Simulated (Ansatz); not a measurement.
Stepwise reaction of `[SiH3][O][GeH3]` with ammonia, as a gas-phase model of exchange steps in deposition or etching. ΔE in kJ/mol.

Gas-phase electronic energies from Ansatz, PBE0-D4/def2-TZVP geometries. CCSD(T)/CBS adds triple-zeta CCSD(T) − MP2 to the extrapolated MP2 energy (def2 sets, frozen cores). This one scheme is used for every species. DFT in def2-TZVPP. B3LYP here is the variant with VWN-RPA as its local correlation; programs differ in this. For Ge outer-core shells are correlated without core-valence functions, which leaves a few kJ/mol of doubt a bond. Scalar relativity is left out up to krypton. Each species was taken in one conformer, which may not be the lowest.

```csv
step,reaction,PBE-D4,B3LYP-D4,ωB97M-V,CCSD(T)/CBS
1,`[SiH3][O][GeH3]` + NH₃ → `N[SiH2][O][GeH3]` + H₂,-44.5,-45.6,-47.4,-46.4
2,`N[SiH2][O][GeH3]` + NH₃ → `N[SiH2][O][GeH2][NH2]` + H₂,-1.4,-1.3,-2.2,-3.2
```

Question: By hand: ΔE of the 2 steps together at CCSD(T)/CBS.

Answer: (-46.4) + (-3.2) = -49.6 kJ/mol, or -24.8 kJ/mol a step.

In ΔE each step is higher than the one before. PBE-D4 differs from CCSD(T)/CBS by 1.8 to 1.9 kJ/mol a step. Isolated molecules leave out the surface, adducts and barriers. Largest T1 diagnostic: 0.012.
